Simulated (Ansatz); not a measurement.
Basis-set extrapolation for ClH3NOSi, SMILES `[NH][SiH](O)Cl` radical (PBE0-D4/def2-TZVP geometry, frozen core, Ansatz 0.2.0). Multiplicity 2, UHF reference.

```json
{"": "HF", "def2-TZVPP": "-879.667054", "def2-QZVPP": "-879.695635"}
{"": "MP2 correlation", "def2-TZVPP": "-0.713662", "def2-QZVPP": "-0.776700"}
{"": "CCSD(T) correlation", "def2-TZVPP": "-0.781994", "def2-QZVPP": "not run"}
```

Energies in hartree. Use E(X) = E(∞) + A·exp(−7.88·√X) for Hartree–Fock and E(X) = E(∞) + B·X^(−2.97) for correlation, with X = 3 and 4, and add CCSD(T) minus MP2 of the smaller set to the MP2 limit.

What is the CCSD(T) energy at the basis-set limit?

HF limit: -879.695635 + (-0.028581) × 0.13774 = -879.69957. MP2 limit: -0.776700 + (-0.063038) × 0.74074 = -0.82339. Higher-order term: -0.781994 − (-0.713662) = -0.06833. Total: -880.59129 hartree, 373.5 kJ/mol below CCSD(T)/def2-TZVPP.
